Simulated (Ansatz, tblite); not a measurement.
Isomers of ZrAl6⁺ (doublet), found by a short tight-binding search and relaxed with B3LYP-D4/def2-SVP in Ansatz.

In the def2 sets Zr takes a core potential; there is no spin–orbit coupling. The xTB rows come from tblite.

Run but left out: HF/def2-SVP, MP2/def2-SVP, CCSD/def2-SVP, CCSD(T)/def2-SVP (A: ⟨S²⟩ 2.01, where a pure state has 0.75).

A: At r2SCAN-D4/def2-TZVP, PBE0-D4/def2-TZVP, ωB97X-V/def2-TZVP the charge 1 doublet is spin-contaminated (final ⟨S²⟩ up to 0.88, 0.75 for a pure state). B: At r2SCAN-D4/def2-TZVP, PBE0-D4/def2-TZVP, ωB97X-V/def2-TZVP the charge 1 doublet is spin-contaminated (final ⟨S²⟩ up to 0.92, 0.75 for a pure state).

Other spin states were run for one of them alone.

A:

Cartesian coordinates in Å:
```
Zr 0.1164 -0.8420 2.2094
Al 0.2186 -1.8951 -0.3577
Al -0.9320 -0.2527 -2.0684
Al 0.7468 1.5941 -1.4537
Al 1.9234 -0.0143 0.2706
Al -1.8890 -0.2356 0.3875
Al -0.1843 1.6456 1.0124
```

B:

```
atom   x (Å)   y (Å)   z (Å)
 Zr1  -1.437  -0.557   1.506
 Al2  -0.949   1.352  -0.321
 Al3  -1.550  -1.315  -1.072
 Al4   0.870  -1.382   0.402
 Al5   0.718   0.992   1.944
 Al6   0.529  -0.201  -2.088
 Al7   1.819   1.112  -0.372
```

Problem. Estimate their order by electronic energy at PBE0-D4/def2-TZVP, counted from the lowest.

Solution. B (0.00) < A (0.10), in eV.

Problem. Do the other levels pick the same lowest one?

Solution. Not GFN1-xTB. Energies above each level's lowest (eV):

```json
{"level": "GFN1-xTB", "A": "0.00", "B": "0.60"}
{"level": "GFN2-xTB", "A": "0.06", "B": "0.00"}
{"level": "PBE-D4/def2-TZVP", "A": "0.12", "B": "0.00"}
{"level": "r2SCAN-D4/def2-TZVP", "A": "0.19", "B": "0.00"}
{"level": "PBE0-D4/def2-TZVP", "A": "0.10", "B": "0.00"}
{"level": "ωB97X-V/def2-TZVP", "A": "0.08", "B": "0.00"}
```
Point groups (tolerance 0.1 Å): A C2v, B C2v. Lower isomers may exist.
